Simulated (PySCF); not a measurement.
Compound: SiH3PHPF2, F2H4P2Si.
Bonds: F1–P2, P2–F3, P2–P4, P4–Si5. Hydrogens: H6 on P4; H7, H8, H9 on Si5.

Level of theory: PBE0-D3(BJ)/def2-SVP geometry optimisation, gas phase in PySCF.

Problem. List the bond lengths, angles and torsions at this level.

Solution. 
```json
{"bond": "F1–P2", "length (Å)": "1.613", "order": "single"}
{"bond": "P2–F3", "length (Å)": "1.622", "order": "single"}
{"bond": "P2–P4", "length (Å)": "2.238", "order": "single"}
{"bond": "P4–Si5", "length (Å)": "2.273", "order": "single"}
{"bond": "P4–H6", "length (Å)": "1.430", "order": "single"}
{"bond": "Si5–H7, Si5–H8, Si5–H9", "length (Å)": "1.491", "order": "single"}
```

Bonds in one row agree within 0.01 Å and their mean is given. Orders are formal, as drawn. A selection of angles:
```json
{"angle": "F1–P2–F3", "degrees": "97.4"}
{"angle": "F1–P2–P4", "degrees": "98.1"}
{"angle": "P2–P4–Si5", "degrees": "95.4"}
{"angle": "P2–P4–H6", "degrees": "92.0"}
{"angle": "Si5–P4–H6", "degrees": "93.9"}
{"angle": "P4–Si5–H7", "degrees": "106.1"}
{"angle": "P4–Si5–H8", "degrees": "113.1"}
{"angle": "P4–Si5–H9", "degrees": "108.1"}
{"angle": "H7–Si5–H8", "degrees": "109.3"}
```

Dihedral angles: F1–P2–P4–Si5 143° (anticlinal). The mirror-image conformer, all signs reversed, is as good.

Si5 (SiH3 silicon) is distorted tetrahedral (angles from 106.1° to 113.1°). P4 (three-coordinate phosphorus) is pyramidal (angles 95.4°, 93.9° and 92.0°, sum 281.3°, 1.00 Å off the plane of its three neighbours). P2 (three-coordinate phosphorus) is pyramidal (angles 98.1°, 97.4° and 97.4°, sum 292.9°, 0.88 Å off the plane of its three neighbours).

Point group: C1 (no symmetry element, even within 0.4 Å). Stationary, but not proved a minimum. One conformer, not necessarily the lowest.
